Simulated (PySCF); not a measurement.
A structure optimised at PBE-D3(BJ)/def2-TZVP, used in a PySCF frequency run:

```
Zn
H 1 1.5201
Cl 1 2.1090 2 180.00
```

Q: Write its SMILES, formula and point group.

A: [Cl][ZnH], ClHZn, C∞v

Q: What are its rotational constants (standard atomic weights)?

A: 4.7078 GHz (linear rotor, B only)
